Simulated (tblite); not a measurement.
A geometry optimisation, step by step.

Species: C5H14O3Si.
Numbering: `[CH3:1][CH2:2][C@@:3]([CH2:4][OH:5])([O:6][CH3:7])[O:8][SiH3:9]` (hydrogens: H10, H11, H12 on C1; H13, H14 on C2; H15, H16 on C4; H17 on O5; H18, H19, H20 on C7; H21, H22, H23 on Si9)

Computed with GFN2-xTB (tblite), gas phase: L-BFGS steps from a force-field or distance-geometry start until the largest atomic force falls under 0.01 eV/Å. 7 of its 70 geometries are shown.

Step 0: E = -866.0357 eV, largest atomic force 1.433 eV/Å
```
atom  x, y, z in Å  |  force x, y, z in eV/Å
C1     -2.043   -1.077    1.091   -0.644  -0.074  -0.040
C2     -1.504    0.191    0.424    0.334   0.027   0.928
C3     -0.080    0.020   -0.194   -0.662   0.250   0.352
C4     -0.153   -1.105   -1.280    0.992  -0.035   0.047
O5      0.971   -1.067   -2.153   -0.249   0.758   0.597
O6      0.275    1.216   -0.928    0.142  -0.606   0.779
C7      0.252    2.428   -0.182    0.053  -0.229   0.073
O8      0.809   -0.255    0.890    0.051   0.216  -1.416
Si9     2.418   -0.613    0.689    0.019   0.152  -0.142
H10    -2.244   -1.863    0.361    0.114   0.089   0.056
H11    -1.369   -1.464    1.849    0.124   0.109  -0.101
H12    -3.008   -0.853    1.585    0.485  -0.010  -0.224
H13    -1.468    0.959    1.223    0.214  -0.274  -0.406
H14    -2.204    0.545   -0.325    0.042  -0.035  -0.282
H15    -1.042   -0.981   -1.901   -0.280   0.163   0.214
H16    -0.176   -2.104   -0.801    0.138   0.576  -0.196
H17     1.113   -0.109   -2.337   -0.028  -0.777   0.064
H18     0.766    2.320    0.780   -0.072  -0.097  -0.115
H19     0.762    3.198   -0.758    0.101  -0.197  -0.205
H20    -0.774    2.758   -0.018   -0.102   0.018   0.053
H21     3.098   -0.393    1.989   -0.526   0.062  -0.234
H22     3.022    0.301   -0.313   -0.164  -0.255   0.237
H23     2.574   -2.026    0.320   -0.081   0.170  -0.038
```

Step 12: E = -866.3383 eV, largest atomic force 0.174 eV/Å
```
atom  x, y, z in Å  |  force x, y, z in eV/Å
C1     -2.045   -1.085    1.096   -0.059  -0.068   0.031
C2     -1.506    0.186    0.466    0.021   0.011   0.029
C3     -0.119    0.020   -0.166    0.043   0.068  -0.084
C4     -0.125   -1.074   -1.249   -0.009  -0.014  -0.021
O5      1.034   -1.029   -2.029    0.055  -0.028   0.107
O6      0.240    1.184   -0.891    0.012   0.096  -0.145
C7      0.252    2.400   -0.176    0.019   0.016   0.023
O8      0.819   -0.243    0.813    0.002   0.028  -0.037
Si9     2.397   -0.614    0.595   -0.001  -0.007   0.021
H10    -2.226   -1.851    0.351    0.006  -0.066  -0.070
H11    -1.346   -1.468    1.832    0.058  -0.009   0.019
H12    -2.987   -0.868    1.589   -0.082   0.007   0.087
H13    -1.426    0.953    1.236   -0.024   0.025   0.054
H14    -2.176    0.544   -0.319   -0.039   0.005   0.047
H15    -1.022   -0.936   -1.865   -0.014  -0.046  -0.065
H16    -0.151   -2.051   -0.766    0.032  -0.018  -0.049
H17     1.136   -0.121   -2.345   -0.017  -0.054   0.076
H18     0.762    2.289    0.782    0.062  -0.011   0.018
H19     0.795    3.104   -0.805   -0.012   0.002   0.039
H20    -0.765    2.768   -0.005    0.021   0.050  -0.047
H21     2.829   -0.337    1.966   -0.016  -0.021  -0.021
H22     3.064    0.284   -0.354   -0.049  -0.094   0.037
H23     2.563   -2.029    0.253   -0.010   0.130  -0.048
```

Step 23: E = -866.3698 eV, largest atomic force 0.117 eV/Å
```
atom  x, y, z in Å  |  force x, y, z in eV/Å
C1     -2.041   -1.104    1.105   -0.059  -0.003  -0.004
C2     -1.533    0.189    0.482    0.093  -0.017   0.048
C3     -0.158    0.044   -0.190    0.036   0.077  -0.024
C4     -0.125   -1.075   -1.245    0.105  -0.032  -0.040
O5      1.092   -1.041   -1.934    0.006   0.000  -0.031
O6      0.173    1.211   -0.935    0.002   0.021  -0.023
C7      0.267    2.411   -0.194   -0.009  -0.015   0.022
O8      0.800   -0.186    0.777   -0.049   0.014   0.022
Si9     2.368   -0.601    0.575   -0.028   0.032  -0.002
H10    -2.229   -1.860    0.348    0.010  -0.011   0.001
H11    -1.318   -1.489    1.821    0.002   0.019  -0.050
H12    -2.975   -0.906    1.625    0.001  -0.019   0.041
H13    -1.423    0.935    1.272   -0.069  -0.003  -0.052
H14    -2.239    0.561   -0.267    0.049  -0.025   0.065
H15    -0.976   -0.972   -1.928   -0.015   0.060  -0.018
H16    -0.164   -2.044   -0.749   -0.026  -0.005   0.033
H17     1.199   -0.148   -2.289   -0.014  -0.037   0.062
H18     0.784    2.250    0.753    0.025  -0.039   0.013
H19     0.843    3.110   -0.800   -0.039  -0.059  -0.039
H20    -0.728    2.824   -0.003   -0.003   0.069  -0.007
H21     2.759   -0.353    1.965    0.006  -0.022  -0.067
H22     3.074    0.265   -0.367    0.003   0.061   0.026
H23     2.544   -1.993    0.186   -0.026  -0.065   0.024
```

Step 34: E = -866.3800 eV, largest atomic force 0.050 eV/Å
```
atom  x, y, z in Å  |  force x, y, z in eV/Å
C1     -2.038   -1.117    1.108    0.018   0.008  -0.008
C2     -1.541    0.183    0.488   -0.013  -0.023  -0.015
C3     -0.169    0.056   -0.194   -0.009  -0.049  -0.001
C4     -0.120   -1.071   -1.242   -0.028   0.014  -0.002
O5      1.114   -1.052   -1.897    0.029  -0.007   0.001
O6      0.132    1.222   -0.950    0.019  -0.011   0.026
C7      0.272    2.415   -0.205   -0.003   0.013  -0.004
O8      0.796   -0.157    0.770   -0.009   0.007   0.007
Si9     2.356   -0.599    0.556   -0.033  -0.006  -0.005
H10    -2.240   -1.866    0.347   -0.002   0.003   0.008
H11    -1.295   -1.506    1.801   -0.005   0.002  -0.028
H12    -2.959   -0.929    1.655    0.011  -0.001   0.013
H13    -1.441    0.931    1.276   -0.015   0.009  -0.006
H14    -2.252    0.551   -0.257    0.014  -0.028   0.027
H15    -0.951   -0.950   -1.950    0.012  -0.001   0.025
H16    -0.186   -2.037   -0.741   -0.035   0.021  -0.010
H17     1.236   -0.159   -2.243    0.011   0.032  -0.008
H18     0.797    2.227    0.734    0.013   0.014  -0.020
H19     0.858    3.093   -0.823    0.014   0.004  -0.006
H20    -0.704    2.868    0.002   -0.006  -0.007  -0.003
H21     2.758   -0.373    1.943    0.013   0.001   0.025
H22     3.068    0.299   -0.352    0.003  -0.022  -0.012
H23     2.505   -2.002    0.184    0.001   0.027  -0.002
```

Step 46: E = -866.3830 eV, largest atomic force 0.021 eV/Å
```
atom  x, y, z in Å  |  force x, y, z in eV/Å
C1     -2.032   -1.128    1.112    0.005   0.008  -0.004
C2     -1.550    0.175    0.486    0.003   0.011  -0.002
C3     -0.174    0.058   -0.187    0.008  -0.007   0.000
C4     -0.123   -1.062   -1.242    0.010  -0.004  -0.016
O5      1.120   -1.048   -1.881    0.016  -0.002  -0.007
O6      0.135    1.221   -0.945   -0.017   0.001   0.001
C7      0.281    2.421   -0.214   -0.001   0.004   0.002
O8      0.786   -0.154    0.781    0.008  -0.006  -0.002
Si9     2.345   -0.599    0.562    0.003  -0.009  -0.002
H10    -2.257   -1.870    0.350   -0.002  -0.002   0.008
H11    -1.270   -1.524    1.778    0.004   0.002  -0.005
H12    -2.936   -0.944    1.687    0.012  -0.005   0.006
H13    -1.467    0.933    1.267    0.001   0.005   0.011
H14    -2.263    0.526   -0.263   -0.007  -0.001  -0.010
H15    -0.941   -0.919   -1.958   -0.017  -0.013   0.002
H16    -0.211   -2.031   -0.753   -0.011   0.005  -0.009
H17     1.253   -0.152   -2.218    0.000   0.001  -0.001
H18     0.818    2.245    0.721    0.011   0.002   0.000
H19     0.862    3.090   -0.847   -0.001   0.012   0.004
H20    -0.692    2.875   -0.002   -0.005   0.002   0.002
H21     2.761   -0.375    1.948   -0.014   0.004  -0.009
H22     3.061    0.289   -0.355   -0.007  -0.007   0.014
H23     2.489   -2.000    0.184    0.003  -0.002   0.018
```

Step 58: E = -866.3843 eV, largest atomic force 0.031 eV/Å
```
atom  x, y, z in Å  |  force x, y, z in eV/Å
C1     -2.019   -1.131    1.116   -0.006   0.002   0.000
C2     -1.555    0.173    0.480    0.004   0.009   0.007
C3     -0.179    0.060   -0.194    0.000   0.030  -0.008
C4     -0.127   -1.056   -1.253    0.030   0.000   0.001
O5      1.121   -1.046   -1.881    0.003   0.002  -0.008
O6      0.130    1.228   -0.947   -0.011   0.011  -0.015
C7      0.283    2.427   -0.215   -0.003  -0.009  -0.001
O8      0.778   -0.155    0.775   -0.006  -0.010  -0.006
Si9     2.335   -0.608    0.570    0.014   0.010   0.018
H10    -2.266   -1.872    0.360    0.002  -0.001   0.004
H11    -1.237   -1.528    1.758   -0.003   0.003   0.000
H12    -2.906   -0.950    1.718    0.007  -0.004   0.003
H13    -1.473    0.936    1.257   -0.004   0.001  -0.003
H14    -2.272    0.515   -0.269   -0.009   0.000   0.001
H15    -0.940   -0.912   -1.975    0.004   0.010   0.011
H16    -0.223   -2.026   -0.767   -0.005  -0.003  -0.005
H17     1.263   -0.148   -2.210   -0.006  -0.010  -0.001
H18     0.836    2.251    0.711   -0.001   0.003  -0.007
H19     0.851    3.100   -0.857   -0.002  -0.015   0.010
H20    -0.687    2.880    0.012    0.000  -0.020   0.006
H21     2.738   -0.369    1.956   -0.002   0.000   0.002
H22     3.059    0.272   -0.347    0.008   0.000  -0.004
H23     2.486   -2.013    0.212   -0.014  -0.010  -0.005
```

Step 69: E = -866.3850 eV, largest atomic force 0.009 eV/Å
```
atom  x, y, z in Å  |  force x, y, z in eV/Å
C1     -2.010   -1.131    1.119    0.003   0.001   0.000
C2     -1.557    0.174    0.476   -0.002   0.000  -0.002
C3     -0.181    0.064   -0.201   -0.001  -0.004  -0.001
C4     -0.127   -1.052   -1.260   -0.002   0.004   0.002
O5      1.124   -1.045   -1.884    0.001  -0.005   0.001
O6      0.124    1.231   -0.954    0.001   0.001   0.000
C7      0.281    2.425   -0.215   -0.001   0.003  -0.002
O8      0.776   -0.148    0.769   -0.004  -0.005  -0.001
Si9     2.332   -0.610    0.579   -0.007  -0.002  -0.005
H10    -2.269   -1.872    0.368    0.003  -0.003   0.003
H11    -1.216   -1.526    1.748   -0.003   0.000   0.004
H12    -2.886   -0.951    1.738    0.001   0.001  -0.001
H13    -1.476    0.940    1.249    0.000   0.001   0.004
H14    -2.280    0.508   -0.271    0.004  -0.003  -0.004
H15    -0.937   -0.901   -1.984    0.008  -0.003   0.004
H16    -0.229   -2.023   -0.778    0.002   0.006  -0.003
H17     1.267   -0.149   -2.216   -0.001  -0.001   0.000
H18     0.846    2.244    0.702   -0.004   0.005   0.000
H19     0.839    3.104   -0.857   -0.002   0.006  -0.002
H20    -0.689    2.870    0.027    0.002   0.003   0.005
H21     2.725   -0.365    1.967    0.002  -0.001   0.000
H22     3.068    0.258   -0.340    0.006  -0.003   0.002
H23     2.469   -2.019    0.229   -0.005   0.002  -0.002
```

Question: Summarise the path.

Answer: The energy falls by 33.71 kJ/mol from step 0 to step 69; nine tenths of that is first reached at step 16. It falls at every step. The largest force goes from 1.433 to 0.009 eV/Å. Among the bonds C3–O8 changes most, from 1.428 to 1.379 Å; the atoms move by 0.161 Å rms after alignment.

What follows is the cost of the whole relaxation. On Arm Neoverse N1, one thread, shared host with 64 logical CPUs at a one-minute load of 61, this took 1.0 s of wall time.
